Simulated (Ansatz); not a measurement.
A nudged elastic band was laid between two geometries of C$_{2}$H$_{11}$AlBNSi (17 atoms, charge 0, multiplicity 1).

Computed with RKS B3LYP-D4/6-31G* (Ansatz).

```json
{
 "movable images": "9",
 "climbing image": "yes",
 "spring": "20.0 eV/Å²",
 "optimiser": "quadratic models (default)",
 "start path": "IDPP",
 "force threshold": "0.03 eV/Å",
 "iteration limit": "30",
 "end points": "relaxed"
}
```

Image 0:

```xyz
17
Properties=species:S:1:pos:R:3
B -1.971 -1.997 -0.197
Al -0.153 -0.886 -0.127
Si 2.096 -1.875 -0.342
N -0.242 0.893 0.125
C 0.896 1.794 0.233
C -1.505 1.603 0.263
H -2.651 -2.083 -1.183
H -2.383 -2.623 0.740
H 2.532 -2.542 0.923
H 3.160 -0.881 -0.681
H 2.147 -2.928 -1.402
H 0.919 2.298 1.213
H 1.836 1.249 0.111
H 0.858 2.580 -0.538
H -1.589 2.096 1.246
H -2.352 0.915 0.162
H -1.615 2.385 -0.506
```

Image 10:

```xyz
17
Properties=species:S:1:pos:R:3
B -1.962 -2.007 -0.083
Al -0.147 -0.888 -0.093
Si 2.099 -1.881 -0.328
N -0.242 0.897 0.100
C 0.890 1.809 0.159
C -1.508 1.604 0.238
H -2.341 -2.617 0.878
H -2.675 -2.112 -1.044
H 2.504 -2.632 0.900
H 3.180 -0.881 -0.585
H 2.158 -2.866 -1.450
H 0.926 2.347 1.120
H 1.833 1.266 0.042
H 0.835 2.568 -0.638
H -1.581 2.125 1.206
H -2.352 0.907 0.169
H -1.634 2.361 -0.552
```

Q: Which bonds break or form, and what moves?

A: No bond is made or broken. The dihedral H8–B1–Al2–Si3 goes from 79 to -100°.

Q: Give the energies along the band, and the barrier.

A: The run converged. The highest image is number 5 of 0 to 10, 1.9 kJ/mol above the ends, which have the same energy within 2 meV. Another band between the same ends (9 images) ends at a top of the same energy, where a vibrational analysis finds 1 clearly imaginary mode.

| image | path coordinate (Å) | energy (kJ/mol) | dihedral H8–B1–Al2–Si3 (°) |
| --- | --- | --- | --- |
| 0 | 0.00 | 0.0 | 79 |
| 1 | 0.46 | 0.1 | 97 |
| 2 | 0.91 | 0.3 | 116 |
| 3 | 1.37 | 0.8 | 135 |
| 4 | 1.82 | 1.5 | 153 |
| 5 | 2.28 | 1.9 | 171 |
| 6 | 2.72 | 1.8 | -172 |
| 7 | 3.16 | 1.3 | -155 |
| 8 | 3.60 | 0.6 | -137 |
| 9 | 4.04 | 0.2 | -118 |
| 10 | 4.49 | 0.0 | -100 |

Q: What is the geometry of the highest image?

A: 
```xyz
17
Properties=species:S:1:pos:R:3
B -1.961 -2.024 -0.151
Al -0.146 -0.882 -0.179
Si 2.077 -1.778 -0.747
N -0.246 0.868 0.244
C 0.885 1.784 0.256
C -1.484 1.541 0.616
H -2.017 -3.147 -0.566
H -2.998 -1.600 0.276
H 2.627 -2.625 0.357
H 3.128 -0.759 -1.052
H 1.996 -2.672 -1.944
H 1.035 2.221 1.256
H 1.806 1.269 -0.031
H 0.730 2.620 -0.445
H -1.408 1.986 1.621
H -2.321 0.838 0.616
H -1.721 2.358 -0.085
```

The band took 6 iterations and of the order of 10 core-minutes.

Run time: 5.2 min on 2 threads of Arm Neoverse V1, on a shared host, peak memory 0.32 GiB.
